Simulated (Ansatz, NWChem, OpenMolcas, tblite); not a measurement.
# Redistribution: CH2BrI + C3H7I → CH2I2 + C3H7Br

Species: CH2BrI `BrCI`, singlet; C3H7I (1-iodopropane) `CCCI`, singlet; CH2I2 (diiodomethane) `ICI`, singlet; C3H7Br `CCCBr`, singlet. The partners trade Br for I; both sit on C, so the bond types are kept.

Shapes, held fixed at every level: PBE0-D4/def2-TZVP. Flexible molecules stand in one conformer, not always the lowest. Programs: Ansatz 0.2.0, NWChem 7.3.0, OpenMolcas 26.06, tblite 0.8.0. A level may come from different programs for different species; with the same settings they agree closely. Electronic energies: no zero-point or thermal term.

```json
{"level": "GFN2-xTB", "kind": "semi-empirical", "ΔE (kJ/mol)": "-0.7", "less CCSD(T)/def2-TZVPP": "+1.6"}
{"level": "PBE/def2-SVP", "kind": "GGA", "ΔE (kJ/mol)": "-1.4", "less CCSD(T)/def2-TZVPP": "+0.9"}
{"level": "TPSS/def2-SVP", "kind": "meta-GGA", "ΔE (kJ/mol)": "-2.1", "less CCSD(T)/def2-TZVPP": "+0.2"}
{"level": "M06-2X/def2-SVP", "kind": "global hybrid", "ΔE (kJ/mol)": "-2.6", "less CCSD(T)/def2-TZVPP": "-0.3"}
{"level": "PBE0/def2-SVP", "kind": "global hybrid", "ΔE (kJ/mol)": "-2.1", "less CCSD(T)/def2-TZVPP": "+0.2"}
{"level": "B3LYP-D4/def2-TZVPP", "kind": "global hybrid", "ΔE (kJ/mol)": "-2.3", "less CCSD(T)/def2-TZVPP": "0.0"}
{"level": "CAM-B3LYP/def2-SVP", "kind": "range-separated hybrid", "ΔE (kJ/mol)": "-2.9", "less CCSD(T)/def2-TZVPP": "-0.6"}
{"level": "wB97M-V/def2-TZVPP", "kind": "range-separated hybrid", "ΔE (kJ/mol)": "-2.8", "less CCSD(T)/def2-TZVPP": "-0.5"}
{"level": "CCSD(T)/def2-TZVPP", "kind": "coupled cluster or CI", "ΔE (kJ/mol)": "-2.3", "less CCSD(T)/def2-TZVPP": "0.0"}
```

The highest level, CCSD(T)/def2-TZVPP, gives ΔE = -2.3 kJ/mol; the levels span -2.9 to -0.7. That is about zero within the method's error. The column of differences is taken from that level and isn't an error. No measured value is set beside it here. For atoms past krypton def2 sets carry core potentials with scalar relativity. Relativity is left out for Br. Outer-core shells of Br, I are correlated, in sets that cover them unevenly.
